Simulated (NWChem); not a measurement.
Molecule: BI3; SMILES IB(I)I

Results from NWChem. Coordinates come from a PBE0/def2-SVP optimisation. def2 effective core potentials on I; no spin-orbit coupling.

For level PBE0/def2-TZVPD:

```yaml
highest occupied level (eV): -7.40
orbital gap (eV): 4.86
```

Task: What are these values for level Hartree-Fock/def2-TZVPD?

Result: The highest occupied level (eV) is -9.86 and the orbital gap (eV) is 10.55.
